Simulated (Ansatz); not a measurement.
A made-up structure of BH3SeO, closed shell:

```
6
angstrom
B -0.8288 0.4810 -0.7334
O -0.2208 0.0030 0.5586
Se 1.6534 -0.8021 0.5407
H -0.1654 0.3896 -1.9003
H -2.0621 0.9959 -0.6300
H 1.6238 -1.0674 2.1644
```

It is relaxed with PBE-D4/def2-SVP and then PBE0-D4/def2-TZVP (Ansatz 0.2.0). Atoms count as bonded within 1.22 times the sum of their covalent radii (H–H: 0.88 Å). The end point is not checked to be a true minimum.

Problem. Does its bonding change? (Judge from chemistry; the calculation decides.)

Solution. Computed: No: no bond forms or breaks.

Where it ends: The first stage lowers the energy by 1.09 eV in 8 steps. It ends as BH₃SeO ([BH2][O][SeH]):
B1  (-0.740, 0.429, -0.655)
O2  (-0.197, 0.002, 0.499)
Se3  (1.476, -0.717, 0.483)
H4  (-0.148, 0.349, -1.697)
H5  (-1.841, 0.889, -0.563)
H6  (1.450, -0.952, 1.933)
(Å)

Labels in which every atom is bracketed show which atoms are joined, not bond orders.

For scale, one of the runs: PBE0-D4/def2-TZVP relaxation, 128 basis functions, launched by `ansatz run in.yaml --threads 2 --pin off --events-out ev --progress --plain --max-ram 4352MiB`. The run took about 22 s on 2 CPU threads of an Arm Neoverse V2 (shared host).
